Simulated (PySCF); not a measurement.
1-hydroxyboretane (C3H7BO), SMILES C1B(O)CC1. Geometry optimised at PBE-D3(BJ)/def2-SVP. Other conformers were not sampled.

These are PBE-D3(BJ)/def2-SVP (PySCF 2.14.0) values and carry that method's errors.

Harmonic wavenumbers (cm⁻¹): 84, 295, 352, 491, 576, 656, 691, 802, 872, 891, 899, 922, 949, 1058, 1103, 1122, 1159, 1187, 1242, 1339, 1351, 1406, 1455, 2980, 2985, 2994, 3036, 3049, 3059, 3711. Rotational constants (GHz): 9.668, 4.241, 3.198; symmetry number 1.

**Question.** Work out the zero-point energy and the ideal-gas rigid-rotor harmonic-oscillator thermochemistry at 298.15 K and 1 atm.

**Answer.** ZPE = ½ Σ hcν = ½ × 42719 cm⁻¹ = 255.52 kJ/mol. H − E(el) = 272.53 kJ/mol. Entropy in J/(mol K): translation 161.71, rotation 105.89, vibration 39.85, total 307.45. G − E(el) = 180.87 kJ/mol. Cp = 93.36 J/(mol K). Modes under 150 cm⁻¹ make the vibrational entropy uncertain.
